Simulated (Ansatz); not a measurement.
SnH3F⁺, that is SnFH3 with one electron fewer. Charge 1, multiplicity 2. Geometry B3LYP-D4/def2-TZVP, that of the neutral singlet; atoms count from 1.

```
atom   x (Å)   y (Å)   z (Å)
 Sn1  -0.009   0.130   0.001
  F2   0.121  -1.807  -0.014
  H3   1.252   0.653  -1.022
  H4   0.205   0.563   1.636
  H5  -1.569   0.461  -0.602
```

In the def2 sets Sn takes a core potential; there is no spin–orbit coupling.

(1) Estimate the Mulliken populations from the PBE0/def2-TZVP orbitals of Ansatz.

(2) Where does the spin sit?

(3) And the Mayer bond orders between heavy atoms (over 0.3)?

## Answers

(1) 
```tsv
atom	charge (e)	spin (α − β)
Sn1	0.75	0.10
F2	-0.27	0.28
H3	0.24	0.43
H4	0.14	0.10
H5	0.14	0.10
```
Mulliken values depend strongly on the basis.

(2) Summed by element: Sn 0.10, F 0.28, H 0.62, of 1 unpaired in all. Largest on single atoms: H3 0.43, F2 0.28, Sn1 0.10.

(3) Sn1–F2 0.95 (1.94 Å).
